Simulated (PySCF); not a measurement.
**`O=C(O)C1=C(Br)C12CC2`, C6H5BrO2**

Geometry:
```json
{"atom": "O1", "x (Å)": "2.263", "y (Å)": "-1.398", "z (Å)": "-0.673"}
{"atom": "C2", "x (Å)": "2.049", "y (Å)": "-0.528", "z (Å)": "0.133"}
{"atom": "O3", "x (Å)": "2.995", "y (Å)": "-0.030", "z (Å)": "0.947"}
{"atom": "C4", "x (Å)": "0.770", "y (Å)": "0.105", "z (Å)": "0.353"}
{"atom": "C5", "x (Å)": "0.016", "y (Å)": "0.978", "z (Å)": "1.007"}
{"atom": "Br6", "x (Å)": "-0.113", "y (Å)": "2.267", "z (Å)": "2.304"}
{"atom": "C7", "x (Å)": "-0.682", "y (Å)": "0.199", "z (Å)": "-0.027"}
{"atom": "C8", "x (Å)": "-1.530", "y (Å)": "0.399", "z (Å)": "-1.218"}
{"atom": "C9", "x (Å)": "-1.866", "y (Å)": "-0.668", "z (Å)": "-0.185"}
{"atom": "H10", "x (Å)": "3.842", "y (Å)": "-0.472", "z (Å)": "0.779"}
{"atom": "H11", "x (Å)": "-2.160", "y (Å)": "1.276", "z (Å)": "-1.267"}
{"atom": "H12", "x (Å)": "-1.153", "y (Å)": "0.077", "z (Å)": "-2.176"}
{"atom": "H13", "x (Å)": "-2.720", "y (Å)": "-0.506", "z (Å)": "0.456"}
{"atom": "H14", "x (Å)": "-1.711", "y (Å)": "-1.701", "z (Å)": "-0.455"}
```

Computed, not measured: quadratic response PBE0/def2-SVPD first hyperpolarisability, Taylor convention, gas phase (PySCF). Geometry: GFN2-xTB.

The calculation is non-relativistic, which matters for the atoms heavier than Zn.

(1) Give the tensor of the second harmonic β(−2ω;ω,ω) at 1064 nm in the axes of these coordinates.

Answers

(1) In au, Taylor convention; rows are the first index (the induced dipole):
```csv
,xx,yy,zz,xy,xz,yz
x,-600.6,-103.6,+19.7,+283.4,+61.1,-53.0
y,+329.4,-37.6,-47.3,-123.6,-53.9,-12.3
z,+109.8,-9.3,-75.3,-70.3,+15.6,-43.5
```
Norm of βᵢ = ⅓ Σⱼ (βᵢⱼⱼ + βⱼᵢⱼ + βⱼⱼᵢ): 733.3 au, hyper-Rayleigh value 331.3 au.
